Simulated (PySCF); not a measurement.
Compound: C7H6F4.
SMILES: `F[C@@H]1C=C(C(F)(F)F)[C@@H]2C[C@H]12`

The closed-shell ground state was solved at several levels (PySCF, density fitting, gas phase, non-relativistic). Isolated species at its PBE0-D3(BJ)/def2-SVP geometry, gas phase.

```csv
level,basis functions,total energy (Eh),HOMO (eV),LUMO (eV),gap (eV),dipole (D)
wB97X-D/def2-SVPD,280,-669.0246,-9.63,0.71,10.34,2.24
B3LYP/pcJ-1,357,-669.6931,-7.51,-1.21,6.30,2.18
HF/pcSseg-2,480,-666.5295,-10.26,2.39,12.65,2.39
```

Q: What might PBE0/pcSseg-1 (217 basis functions) give for the same quantities?

A: Total energy -668.9366 Eh, HOMO -7.75 eV, LUMO -1.03 eV, gap 6.72 eV, dipole 2.16 D.

Q: Over all these levels, which gives the widest orbital gap and which the narrowest?

A: HF/pcSseg-2 (Hartree–Fock, all exact exchange) has the widest, 12.65 eV, and B3LYP/pcJ-1 (global hybrid, 20 % exact exchange) the narrowest, 6.30 eV. Functional and basis both differ between the two, so the spread mixes both effects. The HOMO need not be the same orbital at Hartree–Fock and at DFT levels.

Q: How far do the dipole and the HOMO energy spread over the levels?

A: The dipole runs from 2.16 to 2.39 D (mean 2.24 D) and the HOMO from -10.26 to -7.51 eV.

wB97X-D is run here without its empirical dispersion term; that term would change no orbital, density or response property at a fixed geometry.
